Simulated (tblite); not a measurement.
Compound: ethyl isopropyl ketone, C6H12O.
SMILES with atom numbers: `[CH3:1][CH2:2][C:3](=[O:4])[CH:5]([CH3:6])[CH3:7]` (hydrogens: H8, H9, H10 on C1; H11, H12 on C2; H13 on C5; H14, H15, H16 on C6; H17, H18, H19 on C7)

Computed with GFN2-xTB (tblite), gas phase: L-BFGS steps from a force-field or distance-geometry start until the largest atomic force falls under 0.01 eV/Å.

Step 37: E = -626.5189 eV
```
atom  x, y, z in Å  |  force x, y, z in eV/Å
C1      2.8026   -0.1340    0.1035   -0.034   0.002   0.001
C2      1.3817   -0.6817    0.1284   -0.010   0.002   0.008
C3      0.3736    0.3290   -0.3860    0.015  -0.014   0.024
O4      0.6972    1.4204   -0.7797   -0.060  -0.080   0.019
C5     -1.0824   -0.1367   -0.3357    0.083   0.024  -0.025
C6     -1.4811   -0.3483    1.1307    0.017  -0.027  -0.037
C7     -1.9972    0.8920   -0.9944    0.014   0.037   0.006
H8      2.8840    0.6917    0.8061    0.033   0.024  -0.025
H9      3.0455    0.2435   -0.8865    0.034  -0.054   0.008
H10     3.5142   -0.9053    0.3887    0.007   0.019  -0.051
H11     1.1172   -0.9372    1.1557   -0.025  -0.043  -0.013
H12     1.2919   -1.5950   -0.4680    0.045   0.080  -0.002
H13    -1.1472   -1.0892   -0.8783   -0.042   0.046   0.113
H14    -1.0069   -1.2370    1.5406   -0.003   0.060   0.052
H15    -1.1924    0.5236    1.7172   -0.053  -0.087   0.016
H16    -2.5582   -0.4792    1.2121    0.017   0.017  -0.015
H17    -1.9078    0.8462   -2.0773   -0.023   0.015   0.025
H18    -1.7132    1.8938   -0.6771   -0.030  -0.031   0.013
H19    -3.0313    0.7128   -0.7075    0.017   0.010  -0.116
```

Step 38: E = -626.5216 eV
```
atom  x, y, z in Å  |  force x, y, z in eV/Å
C1      2.8042   -0.1354    0.1019   -0.073  -0.010   0.015
C2      1.3819   -0.6833    0.1267   -0.021  -0.002  -0.017
C3      0.3721    0.3273   -0.3865    0.040   0.024   0.072
O4      0.6957    1.4220   -0.7704   -0.047  -0.056  -0.013
C5     -1.0840   -0.1343   -0.3357    0.124  -0.016  -0.036
C6     -1.4783   -0.3454    1.1301    0.010  -0.013  -0.002
C7     -1.9998    0.8913   -0.9952    0.032   0.048   0.010
H8      2.8815    0.6939    0.8012    0.044   0.009  -0.038
H9      3.0548    0.2361   -0.8893    0.007  -0.064   0.032
H10     3.5108   -0.9086    0.3945    0.019   0.034  -0.047
H11     1.1162   -0.9420    1.1541   -0.001  -0.026  -0.046
H12     1.2917   -1.5952   -0.4721    0.050   0.076   0.003
H13    -1.1514   -1.0867   -0.8737   -0.041  -0.014   0.068
H14    -0.9942   -1.2260    1.5455   -0.020   0.043   0.038
H15    -1.1989    0.5299    1.7141   -0.037  -0.045   0.033
H16    -2.5533   -0.4836    1.2106   -0.025  -0.007   0.001
H17    -1.8998    0.8573   -2.0772   -0.024  -0.003   0.012
H18    -1.7249    1.8911   -0.6673   -0.032   0.008   0.027
H19    -3.0340    0.7009   -0.7186   -0.005   0.015  -0.113
```

Step 39: E = -626.5241 eV
```
atom  x, y, z in Å  |  force x, y, z in eV/Å
C1      2.8037   -0.1384    0.1001   -0.063  -0.015   0.023
C2      1.3811   -0.6862    0.1231   -0.012   0.002  -0.020
C3      0.3715    0.3258   -0.3854    0.048   0.060   0.083
O4      0.6939    1.4247   -0.7571   -0.020  -0.019  -0.038
C5     -1.0833   -0.1326   -0.3371    0.095  -0.042  -0.016
C6     -1.4742   -0.3412    1.1287   -0.009   0.003   0.043
C7     -2.0017    0.8908   -0.9954    0.033   0.046   0.004
H8      2.8773    0.6969    0.7934    0.047  -0.004  -0.045
H9      3.0639    0.2244   -0.8922   -0.018  -0.066   0.041
H10     3.5071   -0.9108    0.4028    0.021   0.041  -0.040
H11     1.1148   -0.9485    1.1496    0.014  -0.018  -0.048
H12     1.2903   -1.5959   -0.4774    0.053   0.054  -0.014
H13    -1.1551   -1.0854   -0.8694   -0.033  -0.070   0.019
H14    -0.9771   -1.2096    1.5542   -0.038   0.026   0.015
H15    -1.2075    0.5406    1.7073   -0.024  -0.007   0.046
H16    -2.5470   -0.4904    1.2097   -0.044  -0.027   0.006
H17    -1.8891    0.8726   -2.0767   -0.014  -0.009   0.019
H18    -1.7413    1.8882   -0.6504   -0.037   0.023   0.025
H19    -3.0373    0.6843   -0.7354    0.002   0.020  -0.102
```

Step 40: E = -626.5264 eV
```
atom  x, y, z in Å  |  force x, y, z in eV/Å
C1      2.8018   -0.1402    0.0978   -0.022  -0.015   0.020
C2      1.3811   -0.6906    0.1197    0.004   0.011  -0.005
C3      0.3716    0.3227   -0.3824    0.029   0.060   0.062
O4      0.6921    1.4251   -0.7435    0.017   0.043  -0.060
C5     -1.0817   -0.1329   -0.3385    0.021  -0.049   0.017
C6     -1.4719   -0.3370    1.1280   -0.035   0.017   0.060
C7     -2.0013    0.8913   -0.9956    0.032   0.014   0.007
H8      2.8727    0.7009    0.7840    0.039  -0.004  -0.034
H9      3.0695    0.2147   -0.8951   -0.039  -0.059   0.023
H10     3.5059   -0.9086    0.4079    0.028   0.027  -0.023
H11     1.1160   -0.9565    1.1451    0.015  -0.017  -0.026
H12     1.2913   -1.5987   -0.4811    0.049   0.028  -0.045
H13    -1.1608   -1.0867   -0.8652   -0.013  -0.099  -0.015
H14    -0.9645   -1.1935    1.5638   -0.043  -0.006   0.002
H15    -1.2174    0.5505    1.7013   -0.011   0.037   0.058
H16    -2.5431   -0.4962    1.2087   -0.052  -0.042   0.006
H17    -1.8777    0.8884   -2.0757    0.009  -0.009   0.011
H18    -1.7546    1.8851   -0.6329   -0.034   0.042   0.021
H19    -3.0387    0.6714   -0.7538    0.008   0.020  -0.078
```

Problem. Estimate the geometry and energy of step 41. (The exact step hangs on the optimiser's Hessian estimate; all steps are aligned on step 40, rigid shifts and turns removed.)

Solution. E = -626.5283 eV, largest force 0.097 eV/Å
```
atom  x, y, z in Å  |  force x, y, z in eV/Å
C1      2.7996   -0.1418    0.0954    0.030  -0.010   0.015
C2      1.3813   -0.6955    0.1164    0.017   0.022   0.009
C3      0.3721    0.3201   -0.3784    0.001   0.047   0.019
O4      0.6908    1.4256   -0.7307    0.038   0.066  -0.060
C5     -1.0803   -0.1348   -0.3395   -0.048  -0.034   0.047
C6     -1.4711   -0.3325    1.1283   -0.050   0.023   0.063
C7     -1.9998    0.8919   -0.9955    0.019  -0.007   0.002
H8      2.8677    0.7052    0.7742    0.031  -0.001  -0.021
H9      3.0727    0.2056   -0.8981   -0.051  -0.047  -0.003
H10     3.5063   -0.9047    0.4118    0.029   0.008  -0.005
H11     1.1183   -0.9647    1.1408    0.010  -0.021  -0.002
H12     1.2935   -1.6023   -0.4851    0.038   0.016  -0.067
H13    -1.1667   -1.0902   -0.8622    0.013  -0.086  -0.021
H14    -0.9544   -1.1785    1.5733   -0.050  -0.022  -0.007
H15    -1.2270    0.5614    1.6960   -0.012   0.046   0.051
H16    -2.5411   -0.5021    1.2080   -0.041  -0.044   0.008
H17    -1.8658    0.9038   -2.0745    0.032  -0.006   0.022
H18    -1.7664    1.8827   -0.6154   -0.034   0.026   0.008
H19    -3.0395    0.6602   -0.7723    0.028   0.022  -0.056
```

The energy changes by -0.0019 eV. The first-order estimate −F·Δx gives -0.0026 eV and the mean of the old and new forces, exact on a quadratic surface, -0.0019 eV. The step makes an angle of 79° with the force vector and moves no atom by more than 0.022 Å.

The cost below is that of the whole relaxation. Hardware: Arm Neoverse V2, one thread, no GPU, on a shared host. Cost: 0.82 s.
